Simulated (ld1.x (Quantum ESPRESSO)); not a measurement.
# Plane-wave convergence, TM potential for Cl

```json
{
  "Element": "Cl (Z = 17)",
  "Generator": "ld1.x (Quantum ESPRESSO) 7.5",
  "Type": "norm-conserving Troullier–Martins (Kleinman–Bylander form)",
  "Functional": "LDA (PZ)",
  "Relativity": "non-relativistic",
  "Frozen core": "[Ne]",
  "Valence charge": "7",
  "Reference configuration": "3s2 3p5",
  "Partial waves": "3p (bound): rc 1.45 bohr; 3s (bound): rc 0.90 bohr",
  "Local potential": "the s channel",
  "Core correction": "Bessel-smoothed model core, default radius (core density twice the valence density)"
}
```

The pseudo-atom Hamiltonian at the reference potential is diagonalised in spherical Bessel functions j_l(qr) that vanish at 20 bohr, with q² up to the cutoff. All-electron valence levels (Ry): 3p -0.6409, 3s -1.5088.

Question: How do the lowest levels (Ry) of each channel move with the cutoff, and are there ghosts?

Answer:

| cutoff (Ry) | p #1 | s #1 | s #2 | d #1 | d #2 | f #1 | Σ f·Δε (mRy) |
| --- | --- | --- | --- | --- | --- | --- | --- |
| 8 | -0.5795 | -1.0526 | -0.0007 | 0.0758 | 0.1704 | 0.1195 | 1218.6 |
| 18 | -0.6388 | -1.2781 | -0.0098 | 0.0758 | 0.1702 | 0.1195 | 471.1 |
| 35 | -0.6404 | -1.3042 | -0.0109 | 0.0758 | 0.1701 | 0.1195 | 410.6 |
| 55 | -0.6408 | -1.3824 | -0.0146 | 0.0758 | 0.1700 | 0.1195 | 252.1 |
| 90 | -0.6409 | -1.4955 | -0.0212 | 0.0758 | 0.1700 | 0.1195 | 25.8 |
| 140 | -0.6409 | -1.5054 | -0.0221 | 0.0758 | 0.1699 | 0.1195 | 5.9 |
| 230 | -0.6409 | -1.5068 | -0.0222 | 0.0758 | 0.1699 | 0.1195 | 3.2 |
| 400 | -0.6409 | -1.5084 | -0.0222 | 0.0758 | 0.1699 | 0.1195 | 0.0 |

Result: no extra level below or beside the all-electron valence levels (p, s, d, f tested); 10 mRy is reached at 110 Ry and 1 mRy at 300 Ry.
